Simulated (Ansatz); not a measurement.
`NCO[SiH](O)F` + `[OH][InH2]` → `NC[O][InH2]` + `O[SiH](O)F`  (substitution at a C–O bond)

Calculated with Ansatz (gas phase, PBE0-D4/def2-TZVP geometries, no zero-point term in ΔE). CCSD(T)/CBS adds triple-zeta CCSD(T) − MP2 to the extrapolated MP2 energy (def2 sets, frozen cores). This one scheme is used for every species. DFT in def2-TZVPP. Elements past krypton have def2 core potentials. For In outer-core shells are correlated without core-valence functions, which leaves a few kJ/mol of doubt a bond. Each species was taken in one conformer, which may not be the lowest.

`NCO[SiH](O)F`:

Cartesian coordinates in Å:
```
N 1.947 -1.006 0.819
C 0.745 -0.258 0.814
O 0.078 -0.290 -0.454
Si -1.024 0.784 -0.972
O -2.413 0.769 -0.125
F -1.300 0.377 -2.482
H 2.612 -0.643 0.149
H 1.776 -1.979 0.603
H 0.067 -0.666 1.568
H 0.973 0.781 1.077
H -0.533 2.170 -0.911
H -2.928 -0.039 -0.085
```

`[OH][InH2]`:

Z-matrix (Å, degrees):
```
In
O 1 1.991
H 1 1.715 2 114.8
H 1 1.705 2 111.5 3 -180.0
H 2 0.959 1 113.4 3 0.0
```

`NC[O][InH2]`:

```xyz
10

N     1.503   -0.716   -0.979
C     0.172   -0.778   -0.452
O     0.015   -0.115    0.778
In   -1.381    1.258    1.137
H     2.158   -1.096   -0.307
H     1.772    0.245   -1.150
H    -0.077   -1.838   -0.310
H    -0.509   -0.379   -1.219
H    -2.327    1.613   -0.247
H    -1.327    1.805    2.749
```

`O[SiH](O)F`:

```xyz
7

O     0.736   -1.140    0.089
Si    0.007    0.311    0.232
O    -0.318    0.877   -1.250
F    -1.321    0.106    1.090
H     0.706   -1.742    0.834
H     0.812    1.326    0.924
H    -0.622    0.262   -1.920
```

Question: Is it downhill or uphill in electronic energy at CCSD(T)/CBS, and by how much? (An estimate is asked.)

Answer: Ansatz gave: Downhill: ΔE = -3.1 kJ/mol.

Question: What do these levels give: PBE0-D4, ωB97X-V, B2PLYP, CCSD(T)/def2-TZVPP, MP2/def2-QZVPP, CCSD/CBS(def2)? (An estimate is asked.)

Answer: Ansatz gave: PBE0-D4 -1.3, ωB97X-V 0.1, B2PLYP -1.9, CCSD(T)/def2-TZVPP -3.0, MP2/def2-QZVPP -3.2, CCSD/CBS(def2) -2.3 kJ/mol.

Largest T1 diagnostic among the species: 0.017.

In def2-TZVPP, CCSD(T) changes the Hartree–Fock value by −4.6 kJ/mol (the triples alone add −0.8 kJ/mol) and MP2 by −4.8 kJ/mol.
